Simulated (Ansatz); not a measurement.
GeO, triplet, at a GFN2-xTB geometry (the spin is typed, not shown lowest); B3LYP5/def2-TZVP run with Ansatz (a program for electronic structure).

The Ansatz input:
Ansatz 0.2 input:
```yaml
crystal:
  periodic: [false, false, false]
  atoms:
    - {symbol: Ge, position_ang: [-0.00000000, -0.00000000, -0.33477338]}
    - {symbol: O, position_ang: [0.00000000, 0.00000000, 1.33909353]}
basis:
  gaussian:
    orbitals: def2-TZVP
hamiltonian:
  xc: b3lyp5
magnetization: {spin_polarized: true, initial_magnetization: 2}
```

What the program printed (banner, timings and long lists left out):

```
Functional definition: B3LYP5
540 factors; their error is unknown
mean field evaluation 1: about -58550.1157 eV, gradient 4.8e1 eV
mean field evaluation 2: about -58428.7398 eV, gradient 1.4e2 eV
mean field evaluation 4: about -58558.5817 eV, gradient 1.1e1 eV
mean field evaluation 8: about -58559.0988 eV, gradient 1.4e-1 eV
mean field evaluation 16: about -58559.3199 eV, gradient 1.3e-3 eV
mean field evaluation 32: about -58559.3674 eV, gradient 6.0e-4 eV
mean field evaluation 64: about -58559.3577 eV, gradient 1.3e0 eV
mean field -58559.36744768 eV, -2152.0170607372 hartree, gradient 9.5e-6 eV, S^2 2.005226; 6 other end points of the search recorded, 0 dependent functions left out
reference -58559.36761306 eV, -2152.0170668151 hartree; 21, 19 occupied and 58, 60 virtual orbitals, 540 factors
Total energy: -58559.36761306 eV, -2152.0170668151 hartree
```
